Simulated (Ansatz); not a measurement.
C2H8O2Zr (`[CH3][Zr]([CH3])([OH])[OH]`). Total charge 0; spin multiplicity 1. Zr: def2 effective core potential. Geometry: relaxed with PBE0-D4/def2-TZVP. It is one conformer, not always the lowest.

```xyz
13

C    -0.880   -0.742    1.583
Zr    0.297    0.430    0.094
C    -0.027   -0.573   -1.871
O    -0.455    2.194   -0.005
O     2.156    0.271    0.545
H    -0.539   -1.784    1.608
H    -1.944   -0.745    1.316
H    -0.799   -0.346    2.602
H     0.314   -1.615   -1.832
H     0.504   -0.085   -2.696
H    -1.094   -0.582   -2.127
H    -0.596    3.136    0.006
H     3.064    0.443    0.778
```

Problem. What is the dipole moment at ωB97M-V/def2-TZVPP? (Best estimate.)

Solution. Ansatz gave: 2.47 D, with components (1.38, 2.00, 0.44) D in this frame, pointing from negative to positive charge.

Problem. And with PBE, r2SCAN, B3LYP? (Estimate.)

Solution. Ansatz gave: PBE 2.34 D, r2SCAN 2.34 D, B3LYP 2.36 D.

Problem. Give the Mulliken charges with ωB97M-V, r2SCAN, PBE in def2-TZVPP. (An estimate is asked.)

Solution. Ansatz gave: 
| atom | ωB97M-V | r2SCAN | PBE |
| --- | --- | --- | --- |
| C1 | -0.63 | -0.50 | -0.58 |
| Zr2 | 1.23 | 1.26 | 1.15 |
| C3 | -0.63 | -0.50 | -0.58 |
| O4 | -0.48 | -0.53 | -0.46 |
| O5 | -0.48 | -0.53 | -0.46 |
| H6 | 0.11 | 0.07 | 0.10 |
| H7 | 0.11 | 0.07 | 0.10 |
| H8 | 0.11 | 0.07 | 0.09 |
| H9 | 0.11 | 0.07 | 0.10 |
| H10 | 0.11 | 0.07 | 0.09 |
| H11 | 0.11 | 0.07 | 0.10 |
| H12 | 0.16 | 0.19 | 0.18 |
| H13 | 0.16 | 0.19 | 0.18 |

B3LYP here is the variant with VWN-RPA as its local correlation; programs differ in this.
